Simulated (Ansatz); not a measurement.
Two isomers of CH7ClSSi2: A = `C[SiH2]S[SiH2]Cl`, B = `S[SiH2][SiH2]CCl`.

Calculated with Ansatz (gas phase, PBE0-D4/def2-TZVP geometries, no zero-point term in ΔE). CBS: MP2 limit from def2 TZ/QZ plus the TZ coupled-cluster correction, frozen cores. Functionals use def2-TZVPP. B3LYP here is the variant with VWN-RPA as its local correlation; programs differ in this. Each species was taken in one conformer, which may not be the lowest.

(1) Which isomer does CCSD(T)/CBS put lower? Give the gap. (Best estimate.)

(2) Give E(B) − E(A) in kJ/mol with B3LYP, CCSD/def2-TZVPP, ωB97M-V, PBE0-D4, MP2/def2-TZVPP, B2PLYP, CCSD(T)/def2-TZVPP. (An estimate is asked.)

Largest T1 diagnostic: 0.011.

Results:

(1) The calculation gave: A, by 242.9 kJ/mol.

(2) Computed: B3LYP 231.2, CCSD/def2-TZVPP 238.5, ωB97M-V 247.2, PBE0-D4 234.8, MP2/def2-TZVPP 255.6, B2PLYP 240.5, CCSD(T)/def2-TZVPP 237.6. None reverses the order clearly.

From PBE to PBE0 (25 % exact exchange), in def2-TZVPP and without D4, E(B) − E(A) moves by +10.2 kJ/mol. The D4 term adds +4.3 kJ/mol with B3LYP and +2.2 kJ/mol with PBE0; it sums over pairs of atoms, weighted by their polarisabilities, and B3LYP, whose exchange is more repulsive, gets the larger term.
